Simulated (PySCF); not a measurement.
Si(Cl)2(vinyl)(OH) (C₂H₄Cl₂OSi), SMILES C=C[Si](O)(Cl)Cl. Atoms are numbered in the order given.

```xyz
10

C     -2.7961    -0.2941     0.0000
C     -1.5785    -0.8593     0.0000
Si    -0.0389     0.1507     0.0000
O     -0.4812     1.7408     0.0000
Cl     1.1336    -0.2785    -1.6524
Cl     1.1336    -0.2785     1.6524
H     -2.9217     0.7931     0.0000
H     -3.7118    -0.8951     0.0000
H     -1.4879    -1.9522     0.0000
H      0.2216     2.4058     0.0000
```
Charge 0, spin multiplicity 1.

Geometry: TPSSh-D3(BJ)/def2-SVP. The values are those of a single conformer.

Level of theory: CAM-B3LYP/def2-TZVP in PySCF.

Symmetry labels are those of the subgroup Cs that the program uses (full group Cs).

Task: List the valence orbital energies around the gap with their symmetry. (An estimate is asked for; the answer gives what the named calculation found.)

Result: 
```
orbital  symmetry  energy (eV)
-------  --------  -----------
HOMO−7         A'       -12.52
HOMO−6         A'       -11.81
HOMO−5         A"       -11.63
HOMO−4         A'       -11.11
HOMO−3         A"       -10.82
HOMO−2         A'       -10.54
HOMO−1         A"       -10.37
HOMO           A"        -9.70
LUMO           A"         0.16
LUMO+1         A'         1.32
LUMO+2         A'         1.89
LUMO+3         A'         2.72
```
